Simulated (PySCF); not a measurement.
Molecule: SMILES CCOCC(C)C, C₆H₁₄O.

Bonds (- single, = double, # triple, : aromatic): C1-C2, C2-O3, O3-C4, C4-C5, C5-C6, C5-C7. C1 carries H8, H9, H10; C2 carries H11, H12; C4 carries H13, H14; C5 carries H15; C6 carries H16, H17, H18; C7 carries H19, H20, H21.

Frames of a GFN2-xTB Langevin trajectory at 600 K; GIAO PBE0/pcSseg-1 shieldings in PySCF 2.14, gas phase, non-relativistic; equivalent atoms averaged within each frame.

Scale: 13C (σ = 186.93 ppm), 1H (σ = 31.72 ppm) vs TMS; 17O (σ = 336.08 ppm) against H2O (reference shieldings calculated alike). The references are static minima.

Q: How do the shifts (ppm) fluctuate along the trajectory?

A: 
```tsv
time (fs)	C4	C2	C5	C6/C7	C1	O3	H11/H12	H13/H14	H15	H8/H9/H10
optimised geometry	79.8	70.1	33.9	21.6	15.9	54.8	3.87	3.16	1.76	1.19
250	83.5	81.6	28.8	19.7	16.2	62.7	4.42	3.00	1.32	1.08
425	92.8	71.4	30.8	20.1	18.2	41.1	3.98	3.95	1.65	1.91
625	79.4	75.1	29.0	20.2	21.6	57.4	3.85	3.10	1.91	1.90
800	80.0	68.1	33.4	16.7	16.8	38.3	3.70	3.62	3.40	2.03
1000	83.9	76.8	50.5	27.8	37.3	63.2	4.26	3.94	3.25	3.43
mean of frames	83.9	74.6	34.5	20.9	22.0	52.5	4.04	3.52	2.31	2.07
standard deviation	5.4	5.1	9.2	4.1	8.8	12.0	0.29	0.45	0.95	0.85
```

5 frames give an uncertainty of the mean of about the standard deviation over 2.2 at best, since frames this close in time may not be independent; classical motion lacks zero-point vibration, and the reference would need the same averaging.
